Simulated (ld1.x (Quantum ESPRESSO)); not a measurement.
## u(r) = r·R(r): atom against pseudo-atom (Zr)

Columns: radius, all-electron u(r) and pseudo u(r) of the 4s shell (level -54.50 eV) of zirconium in the configuration [Ar] 3d10 4s2 4p6 4d2 5s2 5p0; PBE, scalar-relativistic, RRKJ scheme, ld1.x (Quantum ESPRESSO) 7.5.

```
r (bohr)  all-electron   pseudo
   0.100       -0.3493  -0.0634
   0.200        0.0605  -0.1357
   0.300        0.5126  -0.2233
   0.400        0.4994  -0.3291
   0.500        0.1936  -0.4510
   0.600       -0.1921  -0.5825
   0.700       -0.5366  -0.7132
   0.800       -0.7927  -0.8312
   0.900       -0.9549  -0.9251
   1.000       -1.0350  -0.9861
   1.100       -1.0506  -1.0094
   1.200       -1.0198  -0.9953
   1.300       -0.9586  -0.9488
   1.400       -0.8796  -0.8781
   1.500       -0.7924  -0.7934
   1.600       -0.7035  -0.7042
   1.700       -0.6175  -0.6176
   1.800       -0.5370  -0.5370
   1.900       -0.4635  -0.4635
   2.000       -0.3975  -0.3975
   2.100       -0.3392  -0.3392
   2.200       -0.2881  -0.2881
   2.300       -0.2439  -0.2439
   2.400       -0.2058  -0.2058
   2.500       -0.1732  -0.1732
   2.600       -0.1455  -0.1455
```

Question: How many radial nodes do the two functions have?

Answer: The all-electron 4s function has n − l − 1 = 3 (the table is too coarse to show those close to the nucleus); the pseudo-wave has 0, since the states of the same l below it are removed with the core.

Question: At about which radius was the pseudo-wave matched?

Answer: 1.75 bohr, where the columns begin to agree (steps of 0.10 bohr).

Question: Where does each function peak?

Answer: Outermost all-electron maximum near 1.10 bohr, pseudo maximum near 1.10 bohr (to the table’s step).

Question: Is the pseudo-wave norm-conserving?

Answer: Yes: the RRKJ scheme keeps the norm inside the radius equal to the all-electron one, which fixes the energy derivative of the logarithmic derivative at the level.
